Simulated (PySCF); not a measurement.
Electron correlation in Br+ (bromine, charge +1)

[Ar] 3d10 4s1 4p4 5s1, high-spin 5P determinant (an excited configuration). All numbers are calculated (PySCF 2.14, no relativity, point nucleus, in dyall-av2z (16s12p8d, 92 functions)). Frozen: [Ar] 3d10; 6 electrons correlated; the 34 highest virtual orbitals of each spin left out.

```
  level  correlation energy (mhartree)
   CCSD                        -116.47
    (T)                          -4.75
CCSD(T)                        -121.22
```

Diagnostics: T1 = 0.019, D1 = 0.0593, largest double amplitude 0.199.

Problem. Is a single reference adequate?

Solution. Not fully. The outer electron is Rydberg-like, and this basis confines it to a smaller radius and binds it less than a complete one would. A double-excitation amplitude exceeds 0.15, a sign of near-degeneracy.
